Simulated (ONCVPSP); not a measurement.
**How hard is this bismuth ONCV potential?**

```
Element                 : bismuth (Bi)
Generator               : ONCVPSP 4.0.1
Type                    : optimised norm-conserving Vanderbilt (ONCV)
Functional              : PBE
Relativity              : fully relativistic
Frozen core             : [Kr] 4d10 4f14
Valence charge          : 23
Reference configuration : 5s2 5p6 5d10 6s2 6p1 (charge +2)
Partial waves           : 5s+6s: rc 1.55 bohr, ncon 3, nbas 6, qcut 6.2 1/bohr, 2 projectors; 5p+6p: rc 1.25 bohr, ncon 3, nbas 7, qcut 9.8 1/bohr, 3 projectors, debl 1 Ha; 5d: rc 1.50 bohr, ncon 4, nbas 8, qcut 8.8 1/bohr, 2 projectors, debl 0.8 Ha
Local potential         : polynomial inside 1.15 bohr (lpopt 5, dvloc0 0 Ha)
Core correction         : Teter function, parameters optimised by the program
```

Open shells are filled in proportion to 2j + 1.

In the d channel the program set the typed energies aside and used -1.589, 0.250 Ha (j = l + 1/2; the other j can differ).

**Question.** For each optimised wave give the share of its norm inside rc, the residual kinetic energy above qcut (Ha) and the cutoffs (Ha) for errors of 10, 1, 0.1 and 0.01 mHa per electron.

**Answer.**

```json
{"wave": "5s", "norm inside rc": "0.988", "residual KE": "4.8e-05", "10 mHa": "8.8", "1 mHa": "11.1", "0.1 mHa": "14.6", "0.01 mHa": "48.8"}
{"wave": "6s", "norm inside rc": "0.204", "residual KE": "5.6e-04", "10 mHa": "8.3", "1 mHa": "17.1", "0.1 mHa": "49.8", "0.01 mHa": "79.0"}
{"wave": "5p j=3/2", "norm inside rc": "0.817", "residual KE": "2.0e-05", "10 mHa": "28.7", "1 mHa": "37.3", "0.1 mHa": "43.4", "0.01 mHa": "80.1"}
{"wave": "6p j=3/2", "norm inside rc": "0.048", "residual KE": "8.6e-06", "10 mHa": "14.1", "1 mHa": "33.5", "0.1 mHa": "41.4", "0.01 mHa": "48.0"}
{"wave": "p projector 3 j=3/2", "norm inside rc": "0.026", "residual KE": "7.9e-06", "10 mHa": "12.3", "1 mHa": "32.6", "0.1 mHa": "41.0", "0.01 mHa": "47.6"}
{"wave": "5p j=1/2", "norm inside rc": "0.890", "residual KE": "1.7e-05", "10 mHa": "17.4", "1 mHa": "35.4", "0.1 mHa": "42.4", "0.01 mHa": "75.0"}
{"wave": "6p j=1/2", "norm inside rc": "0.054", "residual KE": "1.3e-05", "10 mHa": "14.8", "1 mHa": "32.4", "0.1 mHa": "41.7", "0.01 mHa": "49.6"}
{"wave": "p projector 3 j=1/2", "norm inside rc": "0.029", "residual KE": "1.1e-05", "10 mHa": "14.1", "1 mHa": "30.4", "0.1 mHa": "41.1", "0.01 mHa": "48.7"}
{"wave": "5d j=5/2", "norm inside rc": "0.752", "residual KE": "5.5e-07", "10 mHa": "21.3", "1 mHa": "26.7", "0.1 mHa": "31.3", "0.01 mHa": "34.8"}
{"wave": "d projector 2 j=5/2", "norm inside rc": "0.036", "residual KE": "2.0e-07", "10 mHa": "16.1", "1 mHa": "22.3", "0.1 mHa": "27.6", "0.01 mHa": "31.9"}
{"wave": "5d j=3/2", "norm inside rc": "0.782", "residual KE": "2.2e-06", "10 mHa": "22.5", "1 mHa": "28.2", "0.1 mHa": "32.7", "0.01 mHa": "36.5"}
{"wave": "d projector 2 j=3/2", "norm inside rc": "0.034", "residual KE": "3.7e-07", "10 mHa": "17.0", "1 mHa": "23.5", "0.1 mHa": "29.0", "0.01 mHa": "33.3"}
```

The occupied waves need 37 Ha and 50 Ha for 1 and 0.1 mHa. Its largest configuration-test error is -321 meV.
